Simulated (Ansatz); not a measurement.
`FC(Cl)(I)I` + HBr → `FC(Br)(I)I` + HCl at 298.15 K and 1 bar (substitution at a C–Cl bond).

Calculated with Ansatz (gas phase, PBE0-D4/def2-TZVP geometries, no zero-point term in ΔE). CCSD(T)/CBS is the MP2 limit (def2-TZVPP, def2-QZVPP) plus CCSD(T) − MP2 in def2-TZVPP, frozen cores. This one scheme is used for every species. def2 core potentials past Kr. For Br, I outer-core shells are correlated without core-valence functions, which leaves a few kJ/mol of doubt a bond. Scalar relativity is left out up to krypton.

```tsv
species	CCSD(T)/CBS energy (Eh)	H − E (kJ/mol)	S (J/(mol·K))
`FC(Cl)(I)I`	-1192.46852	42.8	360.6
HBr	-2573.91920	24.6	198.6
`FC(Br)(I)I`	-3306.00801	41.9	372.5
HCl	-460.38127	26.6	186.8
```

H − E and S are ideal-gas, rigid-rotor, harmonic terms from PBE0-D4/def2-TZVP. 1 Eh = 2625.50 kJ/mol, R = 8.31446 J/(mol·K).

Task: By hand: ΔE, ΔH, ΔS and ΔG.

Result: ΔE = (-3306.00801) + (-460.38127) − (-1192.46852) − (-2573.91920) = -0.00156 Eh = -4.1 kJ/mol. Δ(H − E) = 41.9 + 26.6 − 42.8 − 24.6 = 1.1, so ΔH = -3.0 kJ/mol. ΔS = 372.5 + 186.8 − 360.6 − 198.6 = 0.1 J/(mol·K). ΔG = -3.0 − 298.15 × (0.1)/1000 = -3.0 kJ/mol.

Task: By hand: the equilibrium constant, and the temperature at which ΔG would vanish if ΔH and ΔS stayed fixed.

Result: log₁₀ K = −ΔG/(RT ln 10) = 0.5. ΔH and −TΔS have one sign here, so there is no such temperature.

The number of gas molecules stays the same, so ΔS is small and ΔH decides. The sign of ΔG lies within the doubt. A doubt of 5 kJ/mol in ΔE shifts log₁₀ K by 0.9 here. These are equilibria of isolated gas molecules and say nothing of rates. Largest T1 diagnostic: 0.010 (customary marks: 0.02 for closed shells, 0.045 for open ones).

ΔS is within the doubt of such terms, so its sign, and with it that verdict, could turn.
